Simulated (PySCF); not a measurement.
Magnetic susceptibility: `C[C@H]1CC=C(CCl)CO1`, C$_{7}$H$_{11}$ClO

Geometry:
| atom | x (Å) | y (Å) | z (Å) |
| --- | --- | --- | --- |
| C1 | -2.813 | 0.490 | 0.061 |
| C2 | -1.292 | 0.506 | 0.115 |
| C3 | -0.744 | -0.474 | 1.161 |
| C4 | 0.725 | -0.681 | 0.965 |
| C5 | 1.342 | -0.337 | -0.159 |
| C6 | 2.807 | -0.516 | -0.365 |
| Cl7 | 3.631 | 1.084 | -0.351 |
| C8 | 0.578 | 0.311 | -1.285 |
| O9 | -0.813 | 0.160 | -1.172 |
| H10 | -3.157 | -0.501 | -0.220 |
| H11 | -3.227 | 0.753 | 1.031 |
| H12 | -3.164 | 1.200 | -0.682 |
| H13 | -0.939 | 1.522 | 0.366 |
| H14 | -1.255 | -1.437 | 1.059 |
| H15 | -0.939 | -0.097 | 2.166 |
| H16 | 1.267 | -1.149 | 1.776 |
| H17 | 3.258 | -1.101 | 0.435 |
| H18 | 3.032 | -0.958 | -1.335 |
| H19 | 0.850 | -0.144 | -2.242 |
| H20 | 0.847 | 1.382 | -1.326 |

The calculation used GIAO CAM-B3LYP/STO-3G magnetisability, rotational g tensor and spin-rotation constants, non-relativistic, gas phase (PySCF). Geometry: GFN2-xTB.

(1) What are the magnetisability and the molar susceptibility?

(2) Split it along the inertial axes a, b, c into diamagnetic and paramagnetic parts about the centre of mass, with the quadrupole moment.

(3) And the rotational g tensor?

## Answers

(1) Isotropic -1630 × 10⁻³⁰ J/T², or -98.2 × 10⁻⁶ cm³/mol; principal values -1749, -1615, -1527 × 10⁻³⁰ J/T², anisotropy 194 × 10⁻³⁰ J/T² (root of half the summed squared differences of the principal values). The susceptibility is in cgs units.

(2) 
| axis | χ (10⁻⁶ cm³/mol) | diamagnetic (10⁻⁶ cm³/mol) | paramagnetic (10⁻⁶ cm³/mol) | summed x² of all electrons (Å²) | quadrupole Θ (D Å) |
| --- | --- | --- | --- | --- | --- |
| a | -98.5 | -485.9 | 387.4 | 388.1 | -5.38 |
| b | -92.4 | -1817.5 | 1725.1 | 74.2 | +3.18 |
| c | -103.6 | -1961.5 | 1857.9 | 40.3 | +2.20 |

Anisotropies 2χaa − χbb − χcc = -1.1 and 2χbb − χaa − χcc = +17.3 × 10⁻⁶ cm³/mol. Θ is traceless in Buckingham's convention.

(3) 
```tsv
axis	rotational constant (GHz)	g	nuclear part	electronic part
a	3.3819	-0.0020	0.6135	-0.6155
b	0.6867	-0.0040	0.5525	-0.5565
c	0.6366	-0.0002	0.5555	-0.5557
```
Asymmetric top; isotopes 12C, 35Cl, 1H, 16O; no vibrational averaging.
